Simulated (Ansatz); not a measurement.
One change: `[OH][SnH2][OH]` becomes `[NH2][SnH2][OH]`.

Ansatz, PBE0-D4/def2-TZVP geometries, multiplicity 1. Each molecule was computed in one conformer, which needn't be the lowest.

Elements past krypton have def2 core potentials.

```csv
property,`[OH][SnH2][OH]`
HOMO energy (ωB97M-V/def2-TZVPP) / eV,-10.94
size of the dipole moment (PBE/def2-TZVPP) / D,0.39
size of the dipole moment (B3LYP/def2-TZVPP) / D,0.51
HOMO–LUMO gap (PBE/def2-TZVPP) / eV,5.50
HOMO energy (B3LYP/def2-TZVPP) / eV,-8.24
size of the dipole moment (ωB97M-V/def2-TZVPP) / D,0.56
```

Question: What does the change do to each property? (Estimate.)

Answer: Ansatz gave: 
```
                                          property  `[NH2][SnH2][OH]`  shift
             HOMO energy (ωB97M-V/def2-TZVPP) / eV              -9.72   1.22
    size of the dipole moment (PBE/def2-TZVPP) / D               2.47   2.08
  size of the dipole moment (B3LYP/def2-TZVPP) / D               2.66   2.15
               HOMO–LUMO gap (PBE/def2-TZVPP) / eV               5.00  -0.50
               HOMO energy (B3LYP/def2-TZVPP) / eV              -7.11   1.13
size of the dipole moment (ωB97M-V/def2-TZVPP) / D               2.73   2.17
```

With PBE0 the HOMO rises by 1.14 eV and the LUMO rises by 0.28 eV, so the gap narrows by about 0.86 eV. PBE moves the HOMO by 0.89 eV and ωB97M-V by 1.22 eV. The zero-point energy changes by 30.2 kJ/mol with +3 modes. Dipoles are sizes alone; their direction can turn.

B3LYP here is the variant with VWN-RPA as its local correlation; programs differ in this.
